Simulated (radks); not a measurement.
The numbers below are computed, except where a source is named.
Charge is removed step by step from the 4s1/2 level of the rubidium ion Rb+, starting from [Kr]. Level of theory: Dirac Kohn-Sham, PBEsol, spin-unpolarised, spherical densities, point nucleus (a radial shooting solver on a logarithmic mesh with Libxc functionals).

| removed (e) | E - E(0) (eV) | eigenvalue (eV) | E minus straight line (eV) |
|---|---|---|---|
| 0 | 0.000 | -37.607 | 0.000 |
| 0.1 | 3.826 | -38.912 | -0.602 |
| 0.2 | 7.783 | -40.228 | -1.073 |
| 0.3 | 11.872 | -41.555 | -1.412 |
| 0.4 | 16.094 | -42.892 | -1.618 |
| 0.5 | 20.451 | -44.239 | -1.690 |
| 0.6 | 24.942 | -45.596 | -1.626 |
| 0.7 | 29.570 | -46.963 | -1.426 |
| 0.8 | 34.335 | -48.339 | -1.089 |
| 0.9 | 39.238 | -49.724 | -0.614 |
| 1 | 44.281 | -51.119 | 0.000 |

Removing the whole electron costs 44.281 eV by Delta-SCF, against 37.607 eV from minus the eigenvalue at the starting occupation. Slater's transition state (half an electron removed) gives 44.239 eV. Integrating minus the eigenvalue over the occupation (Janak's theorem) gives 44.281 eV. The mean slope of the eigenvalue, de/dn, is 13.5 eV per electron.
